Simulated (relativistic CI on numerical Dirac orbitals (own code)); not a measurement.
# Mn XI: computed level list

Method of calculation: Dirac-Coulomb-Breit CI, KLI orbitals optimised for each configuration, model QED, unscaled Slater integrals (own radial code, finite nucleus).

Configurations in the expansion (outside the closed core [Ne]): 3s²3p³, 3s3p⁴, 3s²3p²3d, 3p⁵, 3s3p³3d, 3p⁴3d, 3s3p²3d², 3s²3p²4s, 3s²3p²4p, 3s²3p3d4p, 3p⁴4s, 3p⁴4p, 3s²3p²4d, 3s3p²3d4s, 3s3p³4s, 3s²3p²4f, 3s3p³4p, 3s²3p²5s, 3s3p³4d, 3p³3d4p, 3s²3p²5p, 3s3p³4f, 3s²3p4s4p, 3s²3p²5d, 3s²3p²5f, 3s²3p²5g, 3s3p²4s², 3s²3p²6s, 3s²3p²6p, 3s²3p3d², 3s²3d³, 3s3p3d³, 3s²3d²4s, 3s²3d²4p, 3s²3d²4d, 3p³3d², 3p²3d³, 3p²3d²4s, 3p²3d²4p, 3p²3d²4d, 3s²3p3d4s, 3s3p3d²4s, 3s²3d4s², 3s²3d4s4p, 3s²3d4s4d, 3s3p²3d4p, 3s3p3d²4p, 3s3p3d4s4p, 3s3p3d4p², 3s3p3d4p4d, 3p³3d4s, 3p²3d4s², 3p²3d4s4p, 3p²3d4s4d, 3s²3p4s², 3s3p3d4s², 3s²4s²4p, 3s²4s²4d, 3s²3p4p², 3s²3d4p², 3s²4s4p², 3s²4p³, 3s²4p²4d. Double excitations out of closed p, d and f shells are left out; levels of such configurations are missing from the list, as are those of other unlisted configurations, and high levels can miss mixing partners. These lack a partner that the ground configuration has and come out too high: 3s²3p²4f, 3s²3p²5s, 3s3p³4d, 3s²3p²5p, 3s3p³4f.

The lowest level is 3s²3p³ ⁴S°3/2, with 95 % of that term; Hund's rules for 3s²3p³ give ⁴S° with J = 3/2, in agreement.

```tsv
No.	Configuration	Term	J	E (cm⁻¹)	%	Landé g	Lifetime (s)	jj configuration (%)
1	3s²3p³	⁴S°	3/2	0	95	1.989		3p1/2 3p3/2^2 (50)
2	3s²3p³	²D°	3/2	42137	87	0.853	3.68e-02	3p1/2 3p3/2^2 (45)
3	3s²3p³	²D°	5/2	45339	96	1.200	7.93e-01	3p1/2 3p3/2^2 (96)
4	3s²3p³	²P°	1/2	72660	95	0.665	6.13e-03	3p1/2 3p3/2^2 (95)
5	3s²3p³	²P°	3/2	77050	85	1.292	2.54e-03	3p3/2^3 (75)
6	3s3p⁴	⁴P	5/2	253467	87	1.597	7.26e-10	3s 3p3/2^2 (66)
7	3s3p⁴	⁴P	3/2	261097	88	1.732	6.80e-10	3s 3p1/2 3p3/2^3 (75)
8	3s3p⁴	⁴P	1/2	264702	87	2.664	6.49e-10	3s 3p3/2^4 (33)
9	3s3p⁴	²D	3/2	316998	75	0.807	3.27e-10	3s 3p1/2 3p3/2^3 (46)
10	3s3p⁴	²D	5/2	318351	75	1.203	3.56e-10	3s 3p1/2 3p3/2^3 (58)
11	3s²3p²3d	²P	3/2	365558	52	1.326	1.27e-10	3s 3p1/2 3p3/2^3 (26)
12	3s²3p²3d	²P	1/2	370638	39	0.966	1.14e-10	3s 3p3/2^2 (28)
13	3s3p⁴	²S	1/2	384949	62	1.700	1.29e-10	3s 3p3/2^4 (41)
14	3s²3p²3d	⁴F	3/2	401061	94	0.420	8.44e-09	3p1/2^2 3d3/2 (42)
15	3s²3p²3d	⁴F	5/2	403987	92	1.044	1.47e-08	3p1/2 3p3/2 3d3/2 (57)
16	3s²3p²3d	⁴F	7/2	408298	93	1.244	5.59e-08	3p1/2 3p3/2 3d5/2 (64)
17	3s²3p²3d	⁴F	9/2	413805	96	1.330	1.05e-02	3p3/2^2 3d5/2 (54)
18	3s²3p²3d	²F	5/2	416550	69	0.999	1.13e-08	3p1/2 3p3/2 3d3/2 (62)
19	3s²3p²3d	⁴D	1/2	418772	96	0.005	2.46e-09	3p1/2 3p3/2 3d3/2 (76)
20	3s²3p²3d	⁴D	7/2	419372	52	1.296	4.57e-08	3p1/2 3p3/2 3d5/2 (61)
21	3s²3p²3d	⁴D	3/2	419654	93	1.182	2.46e-09	3p1/2 3p3/2 3d3/2 (39)
22	3s²3p²3d	⁴D	5/2	423420	65	1.214	3.88e-09	3p1/2 3p3/2 3d5/2 (48)
23	3s²3p²3d	²F	7/2	431314	53	1.266	2.88e-05	3p3/2^2 3d5/2 (90)
24	3s²3p²3d	²G	7/2	467561	96	0.892	5.81e-09	3p1/2 3p3/2 3d3/2 (50)
25	3s²3p²3d	²G	9/2	469743	96	1.114	6.19e-03	3p1/2 3p3/2 3d5/2 (54)
26	3s²3p²3d	²P	3/2	477276	47	1.319	1.48e-11	3p1/2 3p3/2 3d5/2 (34)
27	3s²3p²3d	⁴P	5/2	485841	84	1.587	1.17e-11	3p1/2 3p3/2 3d5/2 (46)
28	3s²3p²3d	²P	1/2	486980	48	0.771	1.46e-11	3p3/2^2 3d5/2 (30)
29	3s²3p²3d	⁴P	3/2	489542	82	1.700	1.14e-11	3p1/2 3p3/2 3d3/2 (32)
30	3s²3p²3d	⁴P	1/2	491838	81	2.555	1.11e-11	3p3/2^2 3d3/2 (49)
31	3s²3p²3d	²D	3/2	499373	86	0.842	6.27e-11	3p3/2^2 3d3/2 (33)
32	3s²3p²3d	²D	5/2	508392	86	1.209	3.55e-11	3p3/2^2 3d5/2 (55)
33	3s²3p²3d	²D	3/2	526610	79	0.807	1.38e-11	3p1/2 3p3/2 3d3/2 (36)
34	3s²3p²3d	²D	5/2	526640	84	1.201	1.86e-11	3p1/2 3p3/2 3d5/2 (36)
35	3s²3p²3d	²P	1/2	545046	67	1.019	1.47e-11	3p1/2 3p3/2 3d5/2 (76)
36	3s²3p²3d	²S	1/2	550583	57	1.655	1.44e-11	3p1/2 3p3/2 3d3/2 (37)
37	3s²3p²3d	²F	5/2	551264	85	0.896	9.42e-12	3p1/2 3p3/2 3d3/2 (36)
38	3s²3p²3d	²P	3/2	551731	89	1.325	1.39e-11	3p3/2^2 3d5/2 (49)
39	3s²3p²3d	²F	7/2	554341	96	1.142	9.41e-12	3p1/2 3p3/2 3d5/2 (57)
40	3s²3p²3d	²D	5/2	575528	82	1.163	1.05e-11	3p3/2^2 3d5/2 (55)
41	3s²3p²3d	²D	3/2	577340	94	0.801	1.07e-11	3p3/2^2 3d3/2 (46)
42	3s3p³3d	⁶D°	1/2	577676	99	3.333	3.78e-08	3s 3p1/2 3p3/2^2 3d3/2 (53)
43	3s3p³3d	⁶D°	3/2	577866	99	1.866	4.32e-08	3s 3p1/2 3p3/2^2 3d3/2 (47)
44	3s3p³3d	⁶D°	5/2	578175	99	1.656	6.14e-08	3s 3p1/2 3p3/2^2 3d3/2 (36)
45	3s3p³3d	⁶D°	7/2	578613	99	1.586	1.27e-07	3s 3p1/2 3p3/2^2 3d5/2 (32)
```

Energies count from the lowest computed level; ° marks odd parity; lifetimes are radiative, by E1, M1, E2, M2, E3 decay to levels of this space only. Filled j subshells are mostly left out of the jj labels.

The mean weight of the leading LS term, summed over parents, in these 45 levels is 81 %, and that of the leading jj configuration (from the same eigenvectors) 51 %, so LS coupling describes them better.

At this charge energies of transitions that change n are usually good to better than 1 %, and those within a shell (Δn = 0) to a few per cent.

LS names give the leading component of a level, which can be under half, so a name can repeat, a term be missing and a line seem to break the LS rules.
